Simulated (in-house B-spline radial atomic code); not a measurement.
Mo. Computed with a B-spline radial atomic code. Model: all-electron spherical atom, spin shells full or empty, radial basis limit, no spin-orbit coupling: exact exchange with a local potential (Slater, KLI or optimised effective potential, whose far tail is KLI's), no correlation.

Empty minority-spin level lies below the highest occupied level: each spin potential is zero at infinity, spin occupations fixed.

The run also made RPA and GW results, which its time includes.

The Slater potential averages the orbital exchange potentials with the orbital densities as weights, KLI adds orbital constants, and the optimised effective potential minimises the exact-exchange energy among local potentials. So their energies lie above Hartree-Fock in the order OEP, KLI, Slater. All fall off as −1/r, unlike LDA and GGA exchange.

Command:
```bash
python run_gw.py task.json out
```
Settings (lengths in bohr, energies in hartree):
```
Z                      42
electrons              42
configuration          [Kr] 4d5 5s1
hamiltonian            nr
method                 oep
lmax                   9
spin_polarised         True
box_radius             40
intervals              81
ion_configuration      [Kr] 4d5
```

Run time, properties included: 16 s on 1 thread of Intel(R) Xeon(R) Platinum 8488C (Sapphire Rapids) (shared host).

Given: hamiltonian non-relativistic; mean-field start exchange-only OEP.

Computed: energy above Hartree-Fock 15.872 millihartree; virial ratio -E/T less 1 0.

| radius (bohr) | r times exchange potential up (hartree bohr) | r times exchange potential down (hartree bohr) |
| --- | --- | --- |
| 0.00119 | -0.040296 | -0.040633 |
| 0.00152 | -0.051413 | -0.051843 |
| 0.00193 | -0.065167 | -0.065713 |
| 0.00245 | -0.08249 | -0.083185 |
| 0.00312 | -0.10458 | -0.10546 |
| 0.00398 | ? | ? |
| 0.00506 | -0.16653 | -0.16797 |
| 0.00644 | -0.20838 | -0.2102 |
| 0.0082 | -0.25859 | -0.26091 |
| 0.0104 | -0.31586 | -0.31881 |
| 0.0133 | -0.38151 | -0.38529 |
| 0.0169 | -0.44725 | -0.45205 |
| 0.0215 | -0.50666 | -0.51275 |
| 0.0274 | -0.54552 | -0.55327 |
| 0.0348 | -0.54428 | -0.55409 |
| 0.0443 | -0.50221 | -0.51469 |
| 0.0564 | -0.50873 | -0.52456 |
| 0.0718 | -0.65012 | -0.66989 |
| 0.0914 | -0.81831 | -0.8427 |
| 0.116 | -0.92456 | -0.95382 |
| 0.148 | -0.92627 | -0.95899 |
| 0.188 | -0.81235 | -0.8426 |
| 0.24 | -0.8904 | -0.93054 |
| 0.305 | -1.1683 | -1.236 |
| 0.388 | -1.3156 | -1.4071 |
| 0.494 | -1.2557 | -1.3797 |
| 0.629 | -0.89724 | -1.0981 |
| 0.801 | -0.8248 | -0.99412 |
| 1.02 | -1.1963 | -1.2961 |
| 1.3 | -1.3594 | -1.3985 |
| 1.65 | -1.3592 | -1.3707 |
| 2.1 | -1.2149 | -1.2764 |
| 2.67 | ? | ? |
| 3.4 | -0.97015 | -1.1075 |
| 4.33 | -0.97333 | -1.0616 |
| 5.51 | -0.99178 | -1.0354 |
| 7.01 | -1.0023 | -1.0202 |

Q: What belongs in the row 0.00398?

A: r times exchange potential up (hartree bohr): -0.13245; r times exchange potential down (hartree bohr): -0.13358.

Q: What belongs in the row 2.67?

A: r times exchange potential up (hartree bohr): -1.044; r times exchange potential down (hartree bohr): -1.1783.

```
occupied  level (hartree)  Hartree-Fock level (hartree)
   1s up           -710.3                        -721.2
 1s down          -710.58                        -721.2
   2s up          -98.704                       -102.87
 2s down          -98.919                       -102.83
   2p up                ?                             ?
 2p down          -91.096                       -94.429
   3s up          -16.867                       -18.594
 3s down                ?                             ?
   3p up          -13.848                       -15.298
 3p down          -14.094                       -15.278
   3d up          -8.3398                       -9.3103
 3d down          -8.5697                       -9.2606
   4s up          -2.3276                       -2.8808
 4s down          -2.4244                       -2.6477
   4p up          -1.4907                       -1.8767
 4p down          -1.5714                        -1.573
   4d up         -0.26316                       -0.3593
   5s up         -0.22558                      -0.22304
```

Q: What belongs in the row 2p up?

A: level (hartree): -90.864; Hartree-Fock level (hartree): -94.462.

Q: What belongs in the row 3s down?

A: level (hartree): -17.114; Hartree-Fock level (hartree): -18.577.

```tsv
empty	level (hartree)
4d down	-0.31233
5s down	-0.26199
5p down	-0.14301
5p up	?
6s down	-0.075928
6s up	-0.072431
```

Q: What belongs in the row 5p up?

A: level (hartree): -0.12119.

The highest level, 5s up, differs from Hartree-Fock by -0.069 eV and the deepest, 1s down, by +289 eV: a local potential can match the highest level but can't give each shell its own exchange.
